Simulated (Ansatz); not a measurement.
A structure relaxed at r2SCAN-D4/def2-TZVPD in Ansatz, charge -1, singlet:

```xyz
9

Cs    1.1890    0.7170    2.3270
Cs    2.7152   -1.9066   -0.7322
Cs   -3.6466    1.5469    1.0611
Cs   -0.4664    0.2926   -2.6494
H     1.5779    0.8440   -0.5960
H    -3.1180    1.2060   -1.6525
H     0.7870   -2.3434   -2.9081
H    -1.6029    1.5130    2.9521
H     2.5649   -1.8695    2.1981
```

(1) Give its formula.

(2) Summarise the bond lengths by kind (pairs closer than 1.2 times the sum of covalent radii, bridged metal pairs left out).

## Answers

(1) the cluster Cs4H5⁻.

(2) 11 × Cs–H 2.78 to 2.98 Å.

In the def2 sets Cs takes a core potential; there is no spin–orbit coupling. Another isomer (singlet) lies 0.20 eV lower at PBE0-D4/def2-TZVPD; other spin states weren't run for this one.
